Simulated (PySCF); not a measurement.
Can point charges reproduce the dipole moment of `C=N[SiH2]CNC`?

Coordinates (GFN2-xTB, Å) and charges (e) from the PBE0/pcSseg-1 density (PySCF):

```tsv
atom	x	y	z	Mulliken	IAO	Hirshfeld	ESP-fitted
C1	2.628	1.350	-0.204	+0.0572	-0.0784	+0.0280	+0.2096
N2	2.030	0.398	0.337	-0.5674	-0.5210	-0.2291	-0.5052
Si3	1.330	-1.076	-0.219	+0.7746	+0.8904	+0.3638	+0.5437
C4	-0.515	-0.887	0.219	-0.3410	-0.4293	-0.1178	-0.4781
N5	-1.122	0.171	-0.570	-0.5230	-0.4052	-0.1719	-0.5092
C6	-2.538	0.332	-0.308	-0.1155	-0.3008	-0.0732	-0.1246
H7	2.864	1.417	-1.270	+0.0956	+0.1077	+0.0443	+0.0387
H8	2.952	2.192	0.406	+0.1139	+0.1390	+0.0483	+0.0419
H9	1.971	-2.072	0.638	-0.1121	-0.1323	-0.0809	-0.0991
H10	1.462	-1.411	-1.640	-0.1165	-0.1532	-0.0851	-0.1009
H11	-1.036	-1.817	-0.025	+0.1310	+0.1427	+0.0382	+0.2211
H12	-0.648	-0.730	1.302	+0.1199	+0.1149	+0.0257	+0.1568
H13	-0.642	1.044	-0.373	+0.1792	+0.2344	+0.0978	+0.3581
H14	-2.770	0.536	0.749	+0.0828	+0.1051	+0.0264	+0.0707
H15	-3.050	-0.588	-0.596	+0.1093	+0.1409	+0.0414	+0.1032
H16	-2.924	1.150	-0.916	+0.1122	+0.1452	+0.0438	+0.0732
```

Question: Compute μ = Σ q r for each scheme (1 e·Å = 4.803 D) and compare with the dipole of the full density.

Answer: The full density gives (0.05, 1.03, -0.25) D, 1.06 D in size; dipole vectors point from the negative to the positive end.

```
    scheme     μx     μy     μz  size (D)  share of the full size (%)  angle to the full dipole (°)
  Mulliken   0.40  -0.26  -0.42      0.64                          60                           102
       IAO   0.36  -0.33  -0.56      0.75                          70                           104
 Hirshfeld   0.34   0.56  -0.31      0.73                          68                            29
ESP-fitted  -0.05   0.99  -0.23      1.02                          96                             6
```

Question: Which set comes closest?

Answer: Length of the difference vector: ESP-fitted 0.11 D, Hirshfeld 0.56 D, Mulliken 1.35 D, IAO 1.43 D. Closest: ESP-fitted. The schemes that divide the density aren't constrained to reproduce the dipole.

Question: What is left for the Hirshfeld atoms' own dipoles?

Answer: The shares of the density sum to the whole, so what Σ q r misses lies in dipoles about the nuclei. The atomic dipoles sum to (0.05, 1.03, -0.25) − (0.34, 0.56, -0.31) = (-0.29, 0.47, 0.06) D, 0.56 D in size.

Question: With the origin at the mean of the coordinates, (0.000, 0.001, -0.154) Å, which are the largest single terms, by size, of the Mulliken dipole along the direction of the full one?

Answer: Si3 -3.61, C4 +1.59, H8 +1.17, H11 -1.16, H9 +1.14 D; all 16 atoms together -0.14 D. The single terms depend on the origin, their sum doesn't.

Question: Give the size of the full dipole in other units.

Answer: 1.06 D = 0.418 au = 0.221 e·Å = 3.54 × 10⁻³⁰ C·m.

One conformer (not necessarily the lowest) at the GFN2-xTB geometry, without solvent, vibrations or thermal averaging.

These values come from a run that also computed NMR shieldings. Hardware: one thread, Arm Neoverse N1 (aarch64), on a shared host. Cost: 35 s of wall time, 0.73 GiB resident at most.

The values belong to the conformer `[CH2:1]=[N:2][SiH2:3][CH2:4][NH:5][CH3:6]`: C1–N2–Si3–C4 -118°, N2–Si3–C4–N5 67°, Si3–C4–N5–C6 178°.
